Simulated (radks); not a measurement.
Fractional charge and spin in the 5d shell of thallium: the spin-up occupation runs from 4 to 5 and the spin-down occupation from 4 to 5; the fullest corner is Tl2+, [Xe] 4f14 6s(up 0.5, down 0.5) 5d(up 5, down 5). Calculated with a radial shooting solver on a logarithmic mesh with Libxc functionals: scalar-relativistic Kohn-Sham, LDA (Slater exchange, Perdew-Wang correlation), spin-polarised, spherical densities, finite nucleus; Fermi nuclear charge, rms radius of each element as measured or else 0.836 A^(1/3) + 0.57 fm. Energy (eV) above the fullest corner. The planes named below are the two flat planes that join the four corners, with an edge along up + down = one added electron.

| down \ up | 4 | 4.25 | 4.5 | 4.75 | 5 |
|---|---|---|---|---|---|
| 4 | 95.817 | 80.530 | 66.195 | 52.798 | 40.326 |
| 4.25 | 80.530 | 66.237 | 52.880 | 40.448 | 28.924 |
| 4.5 | 66.195 | 52.880 | 40.488 | 29.004 | 18.413 |
| 4.75 | 52.798 | 40.448 | 29.004 | 18.453 | 8.777 |
| 5 | 40.326 | 28.924 | 18.413 | 8.777 | 0.000 |

Corners above the fullest one (they belong to Tl3+ and the next ion): (up 5, down 4) 40.326 eV, (up 4, down 5) 40.326 eV, (up 4, down 4) 95.817 eV. With half an added electron in each spin the energy lies 0.163 eV from the planes, and with half an added electron in spin up alone -1.877 eV. The planes are only a guide here: the flat-plane condition holds for ground states with one frontier orbital, while this shell lies below other occupied shells, so the corners above the fullest one are inner-hole states and not the ground states of those ions.
